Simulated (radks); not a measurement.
Task: These are the eigenvalues of the occupied orbitals of an atom or ion with whole-number occupations (hartree). Method: Dirac Kohn-Sham, PBE, spin-unpolarised, spherical densities, finite nucleus; Fermi nuclear charge, rms radius of each element as measured or else 0.836 A^(1/3) + 0.57 fm; computed with a radial shooting solver on a logarithmic mesh with Libxc functionals.

| orbital | eigenvalue |
|---|---|
| 1s1/2 | -404.9288 |
| 2s1/2 | -52.46881 |
| 2p1/2 | -46.91836 |
| 2p3/2 | -45.74462 |
| 3s1/2 | -8.15585 |
| 3p1/2 | -6.31291 |
| 3p3/2 | -6.15158 |
| 3d3/2 | -3.00727 |
| 3d5/2 | -2.98388 |
| 4s1/2 | -1.79408 |
| 4f5/2 | -0.43334 |
| 4f7/2 | -0.43332 |

Which element is it, and in what charge state? The configuration may be excited. Open shells, if any, are shared by 2j + 1.

Result: Z = 32, germanium, charge +3: Ge3+ in [Ne] 3s2 3p5 3d10 4s1 4f1. The list shows which subshells hold electrons but not how many an open one holds; the 1s level, -404.93 hartree, gives Z - s = 28.5 by -(Z - s)^2/2, which with screening and relativity narrows Z to a few neighbours, and the depths of the outer levels then fix element, charge and occupations together.
